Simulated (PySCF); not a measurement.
Below is a simulated gas-phase Si 2p photoelectron spectrum of `[SeH][SiH2]C#N`.

Every computed line was given a Gaussian of 0.5 eV full width at half maximum and an area set by the number of equivalent atoms (split 2:1 within a doublet); the highest printed point is 100. Method: delta-SCF UKS SCAN, pcX-2 on the ionised atom, pcseg-1 elsewhere, spin-free X2C in PySCF.

binding energy (eV), intensity and a bar:
```
    107.7          1 
    107.8          2 #
    107.9          7 ##
    108.0         19 ######
    108.1         40 ############
    108.2         67 ####################
    108.3         91 ###########################
    108.4        100 ##############################
    108.5         89 ###########################
    108.6         68 ####################
    108.7         50 ###############
    108.8         45 ##############
    108.9         49 ###############
    109.0         51 ###############
    109.1         46 ##############
    109.2         34 ##########
    109.3         20 ######
    109.4          9 ###
    109.5          4 #
    109.6          1 
    109.7          0
```

**Question.** Count the maxima, the lines and the sites behind this envelope.

**Answer.** The curve has 2 maxima (at 108.4 and 109.0 eV). Under it lie 2 lines from 1 inequivalent silicon site, drawn as a 2p3/2, 2p1/2 pair.

**Question.** Decompose the envelope and assign each component. Numbering: `[N:1]#[C:2][SiH2:3][SeH:4]`.

**Answer.** 
```csv
position (eV),relative area,line,atoms,environment
108.39,0.67,Si 2p3/2,Si3,SiH2 silicon
109.01,0.33,Si 2p1/2,Si3,SiH2 silicon
```

The curve has no shake-up lines and no vibrational structure. Spin–orbit coupling isn't in the SCF: each 2p doublet comes from a relaxed spin-free hole plus a matrix of the shell (mean-field spin–orbit coupling and the ground-state 2p splitting), with 2p3/2 averaged over its two sublevels. 2p1/2 minus 2p3/2 (ligand field included): Si 0.63 eV. Isolated species at its PBE0-D3(BJ)/def2-SVP geometry (one conformer only).

Shape of the structure used: `[N:1]#[C:2][SiH2:3][SeH:4]`: H–Se4–Si3–C2 67°.
